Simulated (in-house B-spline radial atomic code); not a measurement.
Results of a calculation; reference values are marked as such.
# Making a Troullier-Martins s channel for Cu, r_c = 3.23 bohr

Cu, [Ar] 3d10 4s1, non-relativistic LDA (VWN5), spherical and spin-unpolarised, from a B-spline radial code for spherical atoms (atomic units). The all-electron 4s level is ε = -0.172056 hartree, its outermost node lies just inside 0.91 bohr and its outer maximum at 2.31 bohr.

Inside r_c the pseudo-orbital is u(r) = r^1 exp(p(r)), with p = c0 + c2 r² + c4 r⁴ + … + c12 r¹². The seven coefficients follow from p and its first four derivatives at r_c, from zero curvature of the screened potential at the origin, c4 = −c2²/(2l + 5), and from the norm inside r_c. At r_c the all-electron orbital has P = 0.5281752, P' = -0.1541056, the screened potential V = -0.2203505, V' = 0.136106, V'' = -0.1290741, and the norm inside is Q = 0.6538409.

(1) What are p, p' and p'' at r_c?

For a trial c2 the five matching conditions are linear in c0, c6, c8, c10 and c12, and c2 is varied until the norm inside r_c equals Q. The root nearest zero gives:

```
 n            c_n
 0      -1.262543
 2     0.04254838
 4  -0.0003620728
 6   -0.004421507
 8   0.0006434472
10  -3.692243e-05
12   7.822585e-07
```

(2) Check c4 and p(r_c), and find the screened pseudopotential at the origin.

Orbitals and screened potentials:

| r (bohr) | P | u | V all-electron | V pseudo |
| --- | --- | --- | --- | --- |
| 0.323 | -0.06575 | 0.09179 | -35.95 | -0.0454 |
| 0.808 | -0.0922 | 0.2348 | -5.379 | -0.07847 |
| 1.292 | 0.3358 | 0.3858 | -1.692 | -0.2157 |
| 1.777 | 0.5593 | 0.5258 | -0.7884 | -0.4302 |
| 2.261 | 0.6194 | 0.6036 | -0.4597 | -0.5132 |
| 2.746 | 0.5932 | 0.5922 | -0.3057 | -0.3584 |
| 3.23 | 0.5282 | 0.5282 | -0.2204 | -0.2204 |

Logarithmic derivatives P'/P at R = 3.53 bohr, for energies E around ε:

| E − ε (hartree) | all-electron | pseudo |
| --- | --- | --- |
| -0.5 | 0.893587 | 0.886215 |
| -0.25 | 0.511688 | 0.505526 |
| -0.1 | 0.123475 | 0.120797 |
| 0 | -0.339708 | -0.339708 |
| 0.1 | -1.40758 | -1.43379 |
| 0.25 | 12.8482 | 8.50668 |
| 0.5 | 1.44314 | 1.15652 |

(3) With P(R) = 0.4802939 and a norm of 0.730242 inside R, what slope in energy does norm conservation fix?

Results:

(1) p = ln(P/r_c^1) = ln(0.5281752/3.23) = -1.81081. p' = P'/P − 1/r_c = -0.29177 − 0.30960 = -0.60137. The radial equation gives p'' = 2(V − ε) − 2(1) p'/r_c − p'² = -0.09659 − (-0.37236) − 0.36164 = -0.08587. Differentiating, p''' = 2V' + 2(1)p'/r_c² − 2(1)p''/r_c − 2p'p'' = 0.10682, and p'''' = 2V'' − 4(1)p'/r_c³ + 4(1)p''/r_c² − 2(1)p'''/r_c − 2p''² − 2p'p''' = -0.1721.

(2) −c2²/5 = -0.000362073, as listed. The terms c_n r_c^n are -1.26254, 0.44390, -0.03941, -5.02095, 7.62313, -4.56368, 1.00874, which sum to -1.81081. Inverting the radial equation, V_l(r) = ε + 1 p'/r + (p'' + p'²)/2, so V_l(0) = ε + (2l + 3) c2 = -0.172056 + 3 × (0.0425484) = -0.0444 hartree, finite where the all-electron potential diverges.

(3) d(P'/P)/dE = −2 × (norm inside R)/P(R)² = -6.3312 per hartree·bohr at E = ε, for both atoms, since orbital and norm agree at R. Differences over ±0.1 hartree give -7.6553 (all-electron) and -7.7729 (pseudo), which also hold third-order terms. Half a hartree below ε the two curves differ by -0.0074.
